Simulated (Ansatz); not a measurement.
Cost and result for the atomization energy of Cl₃GaH₂Se (`[Cl][Ga-]([Cl])([Cl])[SeH2+]`) (7 atoms, 6 bonds).

```csv
atom,x (Å),y (Å),z (Å)
Cl1,-2.483,0.095,0.892
Ga2,-0.847,0.398,-0.465
Cl3,-0.962,-0.518,-2.404
Cl4,0.190,2.275,-0.336
Se5,0.900,-1.232,0.644
H6,1.165,-0.335,1.778
H7,2.037,-0.683,-0.109
```

The species carries charge 0 and has multiplicity 1. Correlated methods include outer-core shells of Ga, Se, which these sets cover unevenly. Scalar relativity is left out up to krypton. The structure was optimised at the PBE0-D4/def2-TZVP level. It is one conformer, not always the lowest. Program: Ansatz. All runs use 4 threads of an AMD EPYC 7R43 on a shared host. Times are those of one run each, without the atoms' runs, and a repeat can differ threefold. Electronic energies, without spin–orbit coupling; frozen cores. CCSD(T)/CBS adds CCSD(T) − MP2 in def2-TZVPP to the MP2 limit, and its time is that of the two runs behind it. T1 = 0.010. With those shells the extrapolation isn't a true limit. HSE06 is the plane-wave form, built on full-range PBE exchange.

CCSD(T)/CBS is a level of theory with its own doubt, some kJ/mol a heavy atom from the limit and from the frozen cores, so smaller differences don't rank the functionals.

```tsv
level	functions	wall time
revPBE-D4/def2-TZVPP	250	2.3 s
PBE-D4/def2-TZVPP (with forces)	250	2.7 s
HSE06-D4/def2-TZVPP	250	5.5 s
BHLYP-D4/def2-TZVPP	250	5.5 s
CAM-B3LYP-D4/def2-TZVPP	250	6 s
B2PLYP/def2-TZVPP	250	7.5 s
PBE-QIDH/def2-TZVPP	250	7.5 s
B97M-V/def2-TZVPP	250	10 s
ωB97X-V/def2-TZVPP	250	10 s
CCSD(T)/def2-SVP	128	11 s
MP2/def2-QZVPP	448	27 s
CCSD(T)/def2-TZVPP	250	4.4 min
CCSD(T)/CBS(def2)	–	4.9 min
```

(1) What atomization energy does each give, and how far from CCSD(T)/CBS? (An estimate is asked.)

Results:

(1) Computed: 
```
                          level  atomization (kcal/mol)  difference from CCSD(T)/CBS  per bond
           revPBE-D4/def2-TZVPP                   433.1                        -13.4      -2.2
PBE-D4/def2-TZVPP (with forces)                   446.1                         -0.4      -0.1
            HSE06-D4/def2-TZVPP                   442.3                         -4.2      -0.7
            BHLYP-D4/def2-TZVPP                   425.3                        -21.2      -3.5
        CAM-B3LYP-D4/def2-TZVPP                   433.4                        -13.1      -2.2
              B2PLYP/def2-TZVPP                   429.7                        -16.8      -2.8
            PBE-QIDH/def2-TZVPP                   444.6                         -1.9      -0.3
              B97M-V/def2-TZVPP                   448.9                          2.4       0.4
             ωB97X-V/def2-TZVPP                   445.7                         -0.8      -0.1
               CCSD(T)/def2-SVP                   411.7                        -34.8      -5.8
                 MP2/def2-QZVPP                   454.7                          8.2       1.4
             CCSD(T)/def2-TZVPP                   434.7                        -11.8      -2.0
              CCSD(T)/CBS(def2)                   446.5                          0.0       0.0
```

In def2-TZVPP, CCSD(T) changes the Hartree–Fock value by +115.9 kcal/mol (the triples alone add +9.8 kcal/mol) and MP2 by +129.4 kcal/mol; breaking electron pairs costs correlation energy, which Hartree–Fock lacks. Leaving LDA and LC-ωPBE aside and taking each functional with its dispersion term where it has one, the values, not all of them listed here, spread over 24.0 kcal/mol, from BHLYP-D4 to r2SCAN-D4. LDA lies +71.9 kcal/mol from PBE without D4, its usual overbinding. At CCSD(T), def2-SVP lies −34.9 kcal/mol from the extrapolated value and def2-TZVPP −11.9 kcal/mol: correlation converges slowly with the basis, and small sets miss more of it in the bonded molecule than in its fragments.

For some Ge, Se and Sn compounds the MP2-based and the directly extrapolated limit differ by 10 to 25 kJ/mol.
